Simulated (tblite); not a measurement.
C4H10O2Si.
SMILES with atom numbers: `[CH2:1]=[C:2]([CH2:3][CH3:4])[O:5][SiH2:6][OH:7]` (hydrogens: H8, H9 on C1; H10, H11 on C3; H12, H13, H14 on C4; H15, H16 on Si6; H17 on O7)

Computed with GFN2-xTB (tblite), gas phase: L-BFGS steps from a force-field or distance-geometry start until the largest atomic force falls under 0.01 eV/Å.

Step 128: E = -642.4534 eV
```
atom  x, y, z in Å  |  force x, y, z in eV/Å
C1      0.3305    1.7165   -0.3361    0.005   0.002   0.000
C2     -0.1469    0.4808   -0.3667    0.019   0.039   0.021
C3     -1.5602    0.1330   -0.7544    0.034  -0.004  -0.019
C4     -2.3187   -0.5169    0.4020   -0.006  -0.020   0.006
O5      0.5948   -0.6080   -0.0471   -0.013   0.010  -0.002
Si6     2.1911   -0.9153    0.0184   -0.010  -0.053  -0.052
O7      3.0441   -0.1186    1.1476    0.010   0.025   0.017
H8     -0.2847    2.5585   -0.5936    0.001  -0.013   0.014
H9      1.3515    1.9136   -0.0591   -0.032   0.000  -0.011
H10    -1.5175   -0.5699   -1.5904   -0.009  -0.011  -0.003
H11    -2.0748    1.0353   -1.0877    0.008  -0.022   0.026
H12    -2.4011    0.1733    1.2392    0.015  -0.006  -0.009
H13    -3.3207   -0.7986    0.0846    0.021   0.004   0.010
H14    -1.7947   -1.4104    0.7361   -0.014   0.045  -0.006
H15     2.8754   -0.4838   -1.1902    0.011  -0.005   0.033
H16     2.1105   -2.3397    0.3031   -0.004  -0.005  -0.012
H17     2.9144   -0.2378    2.0846   -0.035   0.013  -0.015
```

Step 129: E = -642.4541 eV
```
atom  x, y, z in Å  |  force x, y, z in eV/Å
C1      0.3320    1.7163   -0.3418    0.008  -0.007   0.003
C2     -0.1460    0.4807   -0.3724    0.017   0.058   0.021
C3     -1.5607    0.1324   -0.7532    0.039  -0.002  -0.033
C4     -2.3139   -0.5161    0.4075   -0.010  -0.021   0.005
O5      0.5965   -0.6096   -0.0591   -0.019   0.020   0.006
Si6     2.1931   -0.9122    0.0150    0.000  -0.074  -0.034
O7      3.0338   -0.1187    1.1571   -0.012   0.000   0.022
H8     -0.2834    2.5587   -0.5990    0.009  -0.022   0.026
H9      1.3539    1.9120   -0.0652   -0.047   0.003  -0.023
H10    -1.5192   -0.5719   -1.5876   -0.018  -0.024  -0.011
H11    -2.0784    1.0324   -1.0879    0.014  -0.015   0.035
H12    -2.3906    0.1748    1.2449    0.014  -0.011  -0.011
H13    -3.3186   -0.7954    0.0947    0.033   0.001   0.018
H14    -1.7889   -1.4106    0.7387   -0.025   0.054  -0.009
H15     2.8850   -0.4729   -1.1862    0.013  -0.006   0.034
H16     2.1104   -2.3393    0.2939    0.006   0.022  -0.022
H17     2.8880   -0.2486    2.0907   -0.022   0.026  -0.026
```

Step 130: E = -642.4550 eV
```
atom  x, y, z in Å  |  force x, y, z in eV/Å
C1      0.3328    1.7184   -0.3453    0.002  -0.007   0.001
C2     -0.1439    0.4824   -0.3761    0.000   0.056   0.014
C3     -1.5593    0.1317   -0.7516    0.025  -0.006  -0.040
C4     -2.3084   -0.5157    0.4127    0.000  -0.005  -0.005
O5      0.5986   -0.6090   -0.0693   -0.026   0.021   0.014
Si6     2.1938   -0.9121    0.0108    0.018  -0.072  -0.024
O7      3.0246   -0.1212    1.1627   -0.023  -0.020   0.020
H8     -0.2846    2.5596   -0.6020    0.010  -0.020   0.033
H9      1.3544    1.9155   -0.0700   -0.038   0.003  -0.026
H10    -1.5176   -0.5754   -1.5834   -0.022  -0.029  -0.020
H11    -2.0809    1.0283   -1.0881    0.016  -0.003   0.034
H12    -2.3822    0.1776    1.2485    0.008  -0.020  -0.013
H13    -3.3139   -0.7956    0.1022    0.043  -0.003   0.029
H14    -1.7800   -1.4084    0.7430   -0.037   0.051  -0.005
H15     2.8954   -0.4666   -1.1819    0.014  -0.011   0.025
H16     2.1051   -2.3399    0.2862    0.016   0.026  -0.027
H17     2.8591   -0.2576    2.0919   -0.007   0.039  -0.010
```

Step 131: E = -642.4558 eV
```
atom  x, y, z in Å  |  force x, y, z in eV/Å
C1      0.3355    1.7179   -0.3535   -0.002  -0.009  -0.004
C2     -0.1419    0.4823   -0.3821   -0.016   0.036   0.001
C3     -1.5598    0.1315   -0.7489    0.014  -0.009  -0.034
C4     -2.3039   -0.5147    0.4197    0.016   0.018  -0.020
O5      0.6008   -0.6112   -0.0853   -0.004   0.018   0.018
Si6     2.1964   -0.9105    0.0060    0.036  -0.041   0.025
O7      3.0094   -0.1225    1.1756   -0.059  -0.067   0.002
H8     -0.2848    2.5576   -0.6056    0.002  -0.001   0.033
H9      1.3590    1.9163   -0.0870   -0.032  -0.001  -0.020
H10    -1.5226   -0.5777   -1.5792   -0.022  -0.021  -0.023
H11    -2.0845    1.0270   -1.0827    0.020   0.005   0.023
H12    -2.3749    0.1810    1.2539    0.003  -0.027  -0.011
H13    -3.3099   -0.7962    0.1123    0.049  -0.006   0.038
H14    -1.7711   -1.4048    0.7486   -0.042   0.034   0.007
H15     2.9138   -0.4528   -1.1725    0.007  -0.014   0.020
H16     2.1061   -2.3404    0.2708    0.025   0.032  -0.030
H17     2.8255   -0.2709    2.1001    0.004   0.051  -0.024
```

Question: Estimate the geometry and energy of step 132. (The exact step hangs on the optimiser's Hessian estimate; all steps are aligned on step 131, rigid shifts and turns removed.)

Answer: E = -642.4566 eV, largest force 0.076 eV/Å
```
atom  x, y, z in Å  |  force x, y, z in eV/Å
C1      0.3360    1.7199   -0.3542   -0.018   0.001  -0.016
C2     -0.1401    0.4844   -0.3840   -0.028  -0.002  -0.012
C3     -1.5579    0.1316   -0.7478   -0.009  -0.010  -0.022
C4     -2.2997   -0.5140    0.4232    0.033   0.041  -0.038
O5      0.6024   -0.6106   -0.0936    0.010   0.003   0.014
Si6     2.1966   -0.9138    0.0020    0.022  -0.026   0.031
O7      2.9992   -0.1251    1.1775   -0.030  -0.059  -0.037
H8     -0.2882    2.5573   -0.6019   -0.010   0.023   0.026
H9      1.3593    1.9220   -0.0945    0.000  -0.006  -0.003
H10    -1.5224   -0.5801   -1.5762   -0.017  -0.004  -0.024
H11    -2.0854    1.0259   -1.0793    0.019   0.009   0.005
H12    -2.3745    0.1856    1.2532   -0.002  -0.025   0.002
H13    -3.3030   -0.8025    0.1154    0.035  -0.009   0.040
H14    -1.7610   -1.3982    0.7553   -0.036   0.007   0.021
H15     2.9265   -0.4536   -1.1660    0.010  -0.010  -0.011
H16     2.1026   -2.3433    0.2633    0.025   0.018  -0.028
H17     2.8028   -0.2737    2.0978   -0.002   0.047   0.052
```

The energy changes by -0.0008 eV. The first-order estimate −F·Δx gives -0.0013 eV and the mean of the old and new forces, exact on a quadratic surface, -0.0008 eV. The step makes an angle of 80° with the force vector and moves no atom by more than 0.023 Å.

What follows is the cost of the whole relaxation. The run took 0.99 s of wall time on Arm Neoverse V1, one thread, shared host with 32 logical CPUs at a one-minute load of 7.2.
